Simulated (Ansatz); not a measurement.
H2FNSi, SMILES `N[Si]F` (excited triplet) (charge 0, multiplicity 3). This triplet is an excited state, 2.76 eV above the relaxed singlet at the level frozen-core CCSD(T)/cc-pVTZ // PBE0-D3(BJ)/def2-TZVP (Ansatz, a first-principles code).

Level of theory: Ansatz with LC-ωPBE/cc-pVTZ // PBE0-D3(BJ)/def2-TZVP.

Ansatz 0.2 input:
```yaml
crystal:
  periodic: [false, false, false]
  atoms:
    - { symbol: N, position_ang: [-0.655059, 0.029308, -0.053729] }
    - { symbol: Si, position_ang: [0.912383, -0.161667, 0.591793] }
    - { symbol: F, position_ang: [2.171703, 0.036912, -0.395262] }
    - { symbol: H, position_ang: [-1.193685, 0.863288, 0.119218] }
    - { symbol: H, position_ang: [-1.235342, -0.767841, -0.262021] }
basis:
  gaussian: { orbitals: cc-pVTZ }
hamiltonian:
  xc: lc_wpbe
magnetization:
  spin_polarized: true
  initial_magnetization: 2
```

Output:

```
Functional definition: LC-wPBE
716 factors; their error is unknown
220 factors; integrals over basis functions are off by at most 2.0e-5 eV
mean field evaluation 1: about -12108.6365 eV, gradient 3.6e1 eV
mean field evaluation 2: about -12108.7955 eV, gradient 3.7e1 eV
mean field evaluation 4: about -12113.2220 eV, gradient 1.7e0 eV
mean field evaluation 8: about -12113.2466 eV, gradient 8.7e-2 eV
mean field evaluation 16: about -12113.2119 eV, gradient 1.3e-4 eV
mean field -12113.21185222 eV, -445.1523249391 hartree, gradient 5.5e-5 eV, S^2 2.002986; 0 other end points of the search recorded, 0 dependent functions left out
reference -12113.21185223 eV, -445.1523249394 hartree; 17, 15 occupied and 105, 107 virtual orbitals, 716 factors
Total energy: -12113.21185223 eV, -445.1523249394 hartree
```
